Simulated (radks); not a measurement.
The numbers below are computed, except where a source is named.
The technetium ion Tc4+, configuration [Kr] 4d3. Level of theory: Dirac Kohn-Sham, PBE, spin-unpolarised, spherical densities, finite nucleus; open shells fill j = l - 1/2 first; Fermi nuclear charge, rms radius 4.4112 fm (a radial shooting solver on a logarithmic mesh with Libxc functionals).

Unscreened Slater integrals over Kohn-Sham orbitals (eV). Large and small components are both included. Empty in this configuration: 4d5/2.

F0(4d3/2,4d3/2): 17.118
F2(4d3/2,4d3/2): 8.7352
F0(4d3/2,4p3/2): 18.849
F2(4d3/2,4p3/2): 9.4786
G1(4d3/2,4p3/2): 11.933
G3(4d3/2,4p3/2): 7.3423
F0(4d3/2,4p1/2): 19.012
G1(4d3/2,4p1/2): 11.856
F0(4d3/2,4s1/2): 19.509
G2(4d3/2,4s1/2): 8.7465
F0(4d3/2,4d5/2): 17.057
F2(4d3/2,4d5/2): 8.7052
G2(4d3/2,4d5/2): 8.7019
G4(4d3/2,4d5/2): 5.7481
F0(4p3/2,4p3/2): 21.274
F2(4p3/2,4p3/2): 11.235
F0(4p3/2,4p1/2): 21.518
G2(4p3/2,4p1/2): 11.339
F0(4p3/2,4s1/2): 22.261
G1(4p3/2,4s1/2): 15.103
F0(4p3/2,4d5/2): 18.766
F2(4p3/2,4d5/2): 9.4158
G1(4p3/2,4d5/2): 11.832
G3(4p3/2,4d5/2): 7.2784
F0(4p1/2,4p1/2): 21.773
F0(4p1/2,4s1/2): 22.549
G1(4p1/2,4s1/2): 15.412
F0(4p1/2,4d5/2): 18.925
G3(4p1/2,4d5/2): 7.2148
F0(4s1/2,4s1/2): 23.426
F0(4s1/2,4d5/2): 19.414
G2(4s1/2,4d5/2): 8.6416
F0(4d5/2,4d5/2): 16.997
F2(4d5/2,4d5/2): 8.6763
F4(4d5/2,4d5/2): 5.7313
